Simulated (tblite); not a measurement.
Compound: B3BrH4O2.
Bonds: B1–O2, O2–B3, B3–Br4, B3–O5, O5–B6. Hydrogens: H7, H8 on B1; H9, H10 on B6.

Computed with GFN2-xTB (tblite), gas phase: L-BFGS steps from a force-field or distance-geometry start until the largest atomic force falls under 0.01 eV/Å.

Geometry at step 4:
```
atom  x, y, z in Å
B1     -1.9464   -0.3505   -0.0937
O2     -0.6613   -0.3000   -0.4517
B3      0.1383    0.7015   -0.1002
Br4    -0.2771    2.4381   -0.5912
O5      1.3504    0.4547    0.4563
B6      1.9614   -0.5549   -0.2166
H7     -2.2124   -0.9994    0.8273
H8     -2.6433    0.4749   -0.5007
H9      1.2945   -1.4584   -0.5196
H10     3.0048   -0.4013   -0.6852
```

Problem. Give the atomic forces at this geometry.

Solution. 
| atom | Fx (eV/Å) | Fy (eV/Å) | Fz (eV/Å) |
| --- | --- | --- | --- |
| B1 | -0.182 | 0.311 | 0.214 |
| O2 | -0.148 | 0.014 | 0.445 |
| B3 | 0.443 | -0.251 | -0.032 |
| Br4 | -0.053 | 0.563 | 0.152 |
| O5 | 0.228 | 0.235 | -0.811 |
| B6 | -0.025 | -0.035 | 0.053 |
| H7 | -0.284 | -0.599 | 0.097 |
| H8 | -0.702 | 0.190 | -0.374 |
| H9 | 0.148 | -0.543 | -0.018 |
| H10 | 0.575 | 0.116 | 0.274 |

The largest, 0.87 eV/Å, acts on O5; the rms over all components is 0.347 eV/Å. The forces sum to zero within rounding, as they must for an isolated molecule in no field.

Problem. Give the force on O5 in Eh/bohr and in nN.

Solution. 0.875 eV/Å ÷ 51.422 = 0.01701 Eh/bohr, and 0.875 eV/Å × 1.602 = 1.40 nN.

Problem. How far is this geometry from the end of the optimisation?

Solution. 1.460 eV above it, and 0.945 Å rms away after alignment. The bonds farthest from their final lengths, with half the difference of the two atoms' forces along the bond (positive lengthens):

| bond | now (Å) | final (Å) | force along bond (eV/Å) |
| --- | --- | --- | --- |
| B3–Br4 | 1.852 | 1.912 | +0.41 |
| O5–B6 | 1.358 | 1.310 | -0.17 |
| B3–O5 | 1.356 | 1.314 | -0.30 |
| B1–O2 | 1.335 | 1.309 | -0.02 |
| B6–H10 | 1.154 | 1.178 | +0.24 |
| B1–H8 | 1.154 | 1.178 | +0.22 |

The angle farthest from its final value is B3–O5–B6, 109.5° against 177.8°.

Of the 6 listed bonds off by 0.010 Å or more, this force points towards the final length in 6.

What follows is the cost of the whole relaxation. Hardware: an Arm Neoverse V1 with one thread (shared host). Cost: 0.63 s of wall time.
